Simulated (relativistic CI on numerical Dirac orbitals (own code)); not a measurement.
# The spin-orbit constant of N⁺ from its measured fine structure

Problem. The ground term ³P of N⁺ (2s²2p²) has the measured levels J = 0: 0.0, J = 1: 48.7, J = 2: 130.8 cm⁻¹ (NIST Handbook of Basic Atomic Spectroscopic Data (Sansonetti and Martin, J. Phys. Chem. Ref. Data 34, 1559 (2005))). Test the interval rule and estimate ζ(2p).

Working.
1. In LS coupling E(J) − E(J − 1) = AJ. The intervals give A = 48.7 (J = 1), 41.1 (J = 2) cm⁻¹.
2. These values spread by 17 % of their mean, from second-order spin-orbit mixing with other terms and from spin-spin terms.
3. The whole width divided by the sum of the upper J values gives a mean A = 43.6 cm⁻¹.
4. For the Hund term of a shell that is less than half full, A = +ζ/2S with 2S = 2, so ζ = 87 cm⁻¹.

Check. The value calculated from Dirac-Coulomb-Breit radial functions of this configuration is ζ = 93 cm⁻¹, 6 % above the estimate from measurement. The same recipe applied to the calculated levels returns 83 cm⁻¹, which shows the bias of the recipe itself. Where the interval rule fails, the estimate is only rough.
